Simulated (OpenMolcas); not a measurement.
**Ti: from CASSCF to CASPT2**

```json
{
  "Program": "OpenMolcas 26.06",
  "Basis": "ANO-RCC-VDZP [5s4p2d1f]",
  "Scalar Hamiltonian": "DKH2, point nucleus",
  "Active space": "4 electrons in 6 orbitals (3d 4s)",
  "State averaging": "2S+1 = 3 even, 55 roots; 2S+1 = 5 even, 10 roots kept (CI in the orbitals of an earlier block); 2S+1 = 1 even, 49 roots kept (CI in the orbitals of an earlier block)",
  "Spin-orbit coupling": "RASSI with atomic mean-field integrals over the reference wave functions, term energies averaged over their components"
}
```

Methods on the same reference wave functions:
A. CASSCF
B. SS-CASPT2, IPEA 0.25 Eh, imaginary shift 0.1 Eh (closed shells correlated: 3s 3p)
C. MS-CASPT2, IPEA 0.25 Eh, imaginary shift 0.1 Eh (closed shells correlated: 3s 3p)

Energies in cm⁻¹ above 3d² 4s² ³F₂, the measured ground level; measured values from NIST Handbook of Basic Atomic Spectroscopic Data.

```json
{"Level": "3d³ 4s ⁵F₁", "A": "-1835", "B": "7490", "C": "7590", "Measured": "6557"}
{"Level": "3d³ 4s ⁵F₂", "A": "-1787", "B": "7540", "C": "7640", "Measured": "6599"}
{"Level": "3d³ 4s ⁵F₃", "A": "-1716", "B": "7610", "C": "7710", "Measured": "6661"}
{"Level": "3d³ 4s ⁵F₄", "A": "-1622", "B": "7700", "C": "7810", "Measured": "6743"}
{"Level": "3d³ 4s ⁵F₅", "A": "-1505", "B": "7820", "C": "7920", "Measured": "6843"}
{"Level": "3d² 4s² ³F₂", "A": "0.0", "B": "0.0", "C": "0.0", "Measured": "0.0"}
{"Level": "3d² 4s² ³F₃", "A": "142", "B": "142", "C": "144", "Measured": "170"}
{"Level": "3d² 4s² ³F₄", "A": "327", "B": "328", "C": "331", "Measured": "387"}
{"Level": "3d³ 4s ³F₂(1)", "A": "7134", "B": "13150", "C": "13250", "Measured": ""}
{"Level": "3d³ 4s ³F₃(1)", "A": "7255", "B": "13270", "C": "13370", "Measured": ""}
{"Level": "3d³ 4s ³F₄(1)", "A": "7410", "B": "13430", "C": "13530", "Measured": ""}
{"Level": "3d² 4s² ¹D₂", "A": "7985", "B": "6910", "C": "5550", "Measured": ""}
{"Level": "3d² 4s² ³P₀ [74 %]", "A": "8171", "B": "8440", "C": "4480", "Measured": "8437"}
{"Level": "3d² 4s² ³P₁ [74 %]", "A": "8208", "B": "8480", "C": "4530", "Measured": "8492"}
{"Level": "3d² 4s² ³P₂ [73 %]", "A": "8342", "B": "8580", "C": "4610", "Measured": ""}
{"Level": "3d³ 4s ⁵P₁", "A": "9052", "B": "16050", "C": "16150", "Measured": ""}
{"Level": "3d³ 4s ⁵P₂", "A": "9103", "B": "16090", "C": "16190", "Measured": ""}
{"Level": "3d³ 4s ⁵P₃", "A": "9164", "B": "16170", "C": "16270", "Measured": ""}
{"Level": "3d³ 4s ³G₃", "A": "11150", "B": "17640", "C": "17740", "Measured": ""}
{"Level": "3d³ 4s ³G₄ [66 %]", "A": "11202", "B": "17660", "C": "17800", "Measured": ""}
{"Level": "3d³ 4s ³G₅", "A": "11273", "B": "17760", "C": "17870", "Measured": ""}
{"Level": "3d² 4s² ¹G₄ [67 %]", "A": "11901", "B": "12710", "C": "7820", "Measured": "12118"}
{"Level": "3d³ 4s ³H₄", "A": "14787", "B": "21890", "C": "21970", "Measured": ""}
{"Level": "3d³ 4s ³H₅", "A": "14835", "B": "21930", "C": "22040", "Measured": ""}
```

A puts 3d³ 4s ⁵F₁ lowest.

Deviations, from unrounded energies. A percentage is the sum of absolute deviations over the sum of measured energies, with the sign that they share, or ± where signs differ.

| Against measurement | Levels | A | B | C |
| --- | --- | --- | --- | --- |
| mean absolute deviation (cm-1) | 10 | 4300 | 550 | 1800 |
| fine structure of the ground term (%) | 2 | -15.8 | -15.6 | -14.7 |
| other terms of the ground configuration (%) | 3 | -2.6 | ±2.1 | -42.0 |
| other configurations (%) | 5 | -125.3 | +14.3 | +15.8 |

B lies closest to measurement on these levels and A furthest from it. The largest miss of B in the table is 3d³ 4s ⁵F₅, by +980 cm-1. The ranking rests on the paired levels alone, and a cruder setting can come out closer through cancelling errors.

Between B and C the level of the table that moves most is 3d² 4s² ¹G₄ [67 %], by 4900 cm-1 (lowest in C, highest in B). Moves below CASPT2's spread within the term are not significant.

The mean deviations of B to C differ by less than CASPT2's widest spread within a term (2000 cm-1), so their order carries little weight.

From A to B the spin-free energies of the other terms of 3d² 4s² shown, above ³F, scale by factors of 0.86 to 1.07.

The lowest spin-free term lies below A's lowest term by 0.318 hartree in B, 0.319 hartree in C.

Term energies are means over components that CASPT2 splits; among the terms shown or strongly mixed into the levels shown the widest spread is 2000 cm-1 (3d² 4s² ³F, C). Over all roots computed the reference weight is 0.87 to 0.94 in B, 0.87 to 0.94 in C; the roots of lowest weight are the least certain, and an intruder state may touch them. Terms from blocks run as CI alone lack orbitals of their own. Configurations are named by rounded mean occupations; where the s occupation lies near a half they are strongly mixed, a name can repeat and a true partner stay unpaired. A single d shell beside an s shell can misplace configurations of different d count against each other. The CASPT2 spread within a term exceeds the gap to the next term for 3d² 4s² ¹D and 3d³ 4s ⁵F, 3d² 4s² ¹G and 3d³ 4s ³F(1), 3d³ 4s ³G and 3d³ 4s ¹G, so the order of their levels is uncertain, and so are names and mixing where such terms share a J (figures for B; the like holds for C). Without dynamic correlation excited terms often stand tens of per cent too high (terms of higher spin than the ground term too low), and those without a measured partner can miss by more than the paired ones (holds for A). Some levels mix across a computed gap that differs much from the measured one, so their mixing is not that of the real levels (holds for A). The lowest computed level is not the ground level that NIST lists (3F2) (holds for A). Some terms miss by over 15 % even with CASPT2, which points to a basis or an active space too small for the shells correlated (holds for C). Computed and measured levels are paired by configuration, term and J; levels that our copy of the source lacks, or whose pairing is in doubt (as where it misses far off the trend of its configuration), stay unpaired and out of the deviations. Levels of configurations outside the active space are missing. Levels that lie high or do not pair safely by name in every column are left out.

A share in square brackets marks a mixed level and gives the weight of the term that names it, the lowest over the columns. A number in round brackets counts repeated terms of one configuration in the order of the reference energies.
